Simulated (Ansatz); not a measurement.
`C=C(C)C(O)=S` + `[GeH3][Br]` → `[CH3][GeH2][Br]` + `C=CC(O)=S`  (formal exchange of groups at a C–C bond)

Program: Ansatz. Geometries: PBE0-D4/def2-TZVP. ΔE: electronic, gas phase. CCSD(T)/CBS adds triple-zeta CCSD(T) − MP2 to the extrapolated MP2 energy (def2 sets, frozen cores). Functionals use def2-TZVPP. For Br, Ge outer-core shells are correlated without core-valence functions, which leaves a few kJ/mol of doubt a bond. Scalar relativity is left out up to krypton. Each species was taken in one conformer, which may not be the lowest.

```
             level  ΔE (kJ/mol)
            r2SCAN        -24.8
    MP2/def2-TZVPP        -25.9
CCSD(T)/def2-TZVPP        -25.8
     HF/def2-QZVPP        -27.5
```

(1) What does CCSD(T)/CBS give? (Best estimate.)

Largest T1 diagnostic among the species: 0.018.

Results:

(1) The calculation gave: -26.6 kJ/mol. The listed levels differ from it by 1.8, 0.7, 0.8, -0.9 kJ/mol.

The D4 term adds +3.1 kJ/mol with B3LYP and +1.8 kJ/mol with PBE0; it sums over pairs of atoms, weighted by their polarisabilities, and B3LYP, whose exchange is more repulsive, gets the larger term.

B3LYP here is the variant with VWN-RPA as its local correlation; programs differ in this.
